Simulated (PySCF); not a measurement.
Ethyl butanoate, C6H12O2.
Atom-mapped SMILES: `[CH3:1][CH2:2][CH2:3][C:4](=[O:5])[O:6][CH2:7][CH3:8]` (hydrogens: H9, H10, H11 on C1; H12, H13 on C2; H14, H15 on C3; H16, H17 on C7; H18, H19, H20 on C8)

Computed with PySCF at CAM-B3LYP/def2-SVPD, non-relativistic, on one gas-phase PBE0-D3(BJ)/def2-SVP geometry that isn't relaxed in the solvent. The solvent is an IEF-PCM continuum (Bondi radii, 1.10 Å for H, scaled by 1.2), and excitations are vertical TDDFT with non-equilibrium linear response and a frozen core. Only the electrostatic response of the medium enters.

Gas-phase singlets (H = HOMO, L = LUMO):

| state | E (eV) | λ (nm) | f | leading configurations |
| --- | --- | --- | --- | --- |
| S1 | 5.895 | 210 | 0.002 | H→L+1 60%, H→L 31% |
| S2 | 7.900 | 157 | 0.013 | H→L 46%, H→L+1 21%, H→L+4 12% |
| S3 | 8.121 | 153 | 0.136 | H-1→L 44%, H-1→L+1 38% |
| S4 | 8.557 | 145 | 0.009 | H-3→L+1 20%, H-3→L 15%, H-2→L+1 10% |
| S5 | 8.575 | 145 | 0.007 | H-1→L+1 36%, H-1→L 32%, H-1→L+2 10% |

**Question.** Give the list for benzene (ε = 2.271), n² = 2.25.

**Answer.** 
```json
{"state": "S1", "E (eV)": "5.951", "λ (nm)": "208", "f": "0.002", "leading configurations": "H→L+1 47%, H→L 46%", "change by rank (eV)": "+0.056"}
{"state": "S2", "E (eV)": "7.947", "λ (nm)": "156", "f": "0.011", "leading configurations": "H→L 31%, H→L+1 28%, H-1→L 13%", "change by rank (eV)": "+0.047"}
{"state": "S3", "E (eV)": "8.055", "λ (nm)": "154", "f": "0.190", "leading configurations": "H-1→L 45%, H-1→L+1 24%, H→L+1 11%", "change by rank (eV)": "-0.066"}
{"state": "S4", "E (eV)": "8.511", "λ (nm)": "146", "f": "0.013", "leading configurations": "H-3→L 28%, H-3→L+1 22%, H-4→L 9%", "change by rank (eV)": "-0.046"}
{"state": "S5", "E (eV)": "8.620", "λ (nm)": "144", "f": "0.011", "leading configurations": "H-1→L+1 53%, H-1→L 28%", "change by rank (eV)": "+0.045"}
```

**Question.** How does the list change in methanol (ε = 32.61)?

**Answer.** 
| state | E (eV) | λ (nm) | f | leading configurations | change by rank (eV) |
| --- | --- | --- | --- | --- | --- |
| S1 | 6.026 | 206 | 0.003 | H→L 64%, H→L+1 30% | +0.131 |
| S2 | 7.973 | 156 | 0.020 | H-1→L 32%, H→L+1 28%, H→L 15% | +0.073 |
| S3 | 8.068 | 154 | 0.174 | H-1→L 40%, H→L+1 29%, H→L 9% | -0.053 |
| S4 | 8.457 | 147 | 0.013 | H-3→L 35%, H-4→L 15%, H-3→L+1 12% | -0.100 |
| S5 | 8.672 | 143 | 0.009 | H-1→L+1 68%, H-1→L 17% | +0.097 |

**Question.** How do the frontier levels move from gas to methanol?

**Answer.** 
```
orbital  gas (eV)  solvent (eV)  change (eV)
 LUMO+2      1.62          1.83        +0.21
 LUMO+1      1.54          1.48        -0.06
   LUMO      1.22          1.23        +0.01
   HOMO     -9.39         -9.62        -0.23
 HOMO-1    -10.13        -10.21        -0.08
 HOMO-2    -10.96        -10.78        +0.18
 HOMO-3    -10.99        -10.88        +0.11
```

The HOMO–LUMO gap goes from 10.60 to 10.84 eV. Rows go by rank; for LUMO and LUMO+1 the atom shares or the degeneracy differ between the runs, so the row needn't follow one orbital.

The run took 80 s of wall time on an Arm Neoverse V1 with one thread, on a shared host. This is the whole response run at CAM-B3LYP/def2-SVPD in methanol, SCF included.

Shape of the structure used: `[CH3:1][CH2:2][CH2:3][C:4](=[O:5])[O:6][CH2:7][CH3:8]`: C1–C2–C3–C4 178°, C2–C3–C4–O5 -89°, C3–C4–O6–C7 -178°, C4–O6–C7–C8 -83°.
